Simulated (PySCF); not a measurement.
TiCl2O, SMILES [O]=[Ti]([Cl])[Cl], multiplicity 1.

Geometry optimised at ωB97X-D3(BJ)/def2-SVP. The spin state was assumed, not searched. The isomer is the one that the SMILES or the coordinates give; other isomers of the formula were not compared.

Method: TDA-ωB97X/def2-SVPD (PySCF).

Vertical excitations. The molecule is in vacuum. State labels are in the subgroup C2v.

Computed excitation energies, oscillator strengths and character:
```tsv
state	symmetry	energy (eV)	λ (nm)	f	main pairs
S1	B2	4.18	296	0.001	HOMO→LUMO 85 %
S2	B1	4.31	288	0.000	HOMO→LUMO+1 92 %
S3	A1	4.51	275	0.002	HOMO−1→LUMO 83 %, HOMO−7→LUMO 12 %
S4	A2	4.59	270	0.000	HOMO−1→LUMO+1 89 %
S5	B1	4.83	257	0.027	HOMO−2→LUMO 92 %
S6	A2	4.90	253	0.000	HOMO−3→LUMO 98 %
S7	B2	4.94	251	0.000	HOMO−4→LUMO 66 %, HOMO−2→LUMO+1 23 %
S8	B1	5.08	244	0.009	HOMO−4→LUMO+1 72 %, HOMO−6→LUMO 13 %
S9	B1	5.17	240	0.007	HOMO−6→LUMO 79 %, HOMO−4→LUMO+1 17 %
S10	B2	5.38	231	0.047	HOMO−6→LUMO+1 56 %, HOMO−2→LUMO+1 28 %, HOMO−4→LUMO 12 %
T1	B2	4.12	301	0	HOMO→LUMO 84 %
T2	B1	4.20	295	0	HOMO→LUMO+1 91 %
T3	A1	4.26	291	0	HOMO−1→LUMO 66 %, HOMO−7→LUMO 27 %
T4	A2	4.41	281	0	HOMO−1→LUMO+1 81 %, HOMO−7→LUMO+1 15 %
```
Triplets are in the Tamm–Dancoff approximation.
